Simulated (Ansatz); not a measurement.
`BN[SiH](F)F` + H₂O → `O[SiH](F)F` + `BN` at 500 K and 1 bar (formal hydrolysis of the Si–N bond).

Program: Ansatz. Geometries: PBE0-D4/def2-TZVP. ΔE: electronic, gas phase. CBS: MP2 limit from def2 TZ/QZ plus the TZ coupled-cluster correction, frozen cores. This one scheme is used for every species. One conformer a species, not always the lowest.

| species | CCSD(T)/CBS energy (Eh) | H − E (kJ/mol) | S (J/(mol·K)) |
| --- | --- | --- | --- |
| `BN[SiH](F)F` | -570.77155 | 183.8 | 394.2 |
| H₂O | -76.37941 | 73.2 | 206.3 |
| `O[SiH](F)F` | -565.23707 | 109.1 | 341.1 |
| `BN` | -81.93499 | 148.8 | 257.4 |

H − E and S are ideal-gas, rigid-rotor, harmonic terms from PBE0-D4/def2-TZVP, for one conformer and one mirror image of each species. 1 Eh = 2625.50 kJ/mol, R = 8.31446 J/(mol·K).

**Question.** By hand: ΔE, ΔH, ΔS and ΔG.

**Answer.** ΔE = (-565.23707) + (-81.93499) − (-570.77155) − (-76.37941) = -0.02110 Eh = -55.4 kJ/mol. Δ(H − E) = 109.1 + 148.8 − 183.8 − 73.2 = 0.9, so ΔH = -54.5 kJ/mol. ΔS = 341.1 + 257.4 − 394.2 − 206.3 = -2.0 J/(mol·K). ΔG = -54.5 − 500 × (-2.0)/1000 = -53.5 kJ/mol.

**Question.** By hand: the equilibrium constant, and the temperature at which ΔG would vanish if ΔH and ΔS stayed fixed.

**Answer.** log₁₀ K = −ΔG/(RT ln 10) = 5.6. ΔG = 0 at ΔH/ΔS = 27250 K, far beyond where these terms or the molecules hold.

The number of gas molecules stays the same, so ΔS is small and ΔH decides. A doubt of 5 kJ/mol in ΔE shifts log₁₀ K by 0.5 here. Other conformers and mirror images would add mixing entropy, several J/(mol·K) or more a flexible species. Modes under 60 cm⁻¹, often nearly free rotors, make the harmonic entropy too high. These are equilibria of isolated gas molecules and say nothing of rates. Largest T1 diagnostic: 0.012 (customary marks: 0.02 for closed shells, 0.045 for open ones).
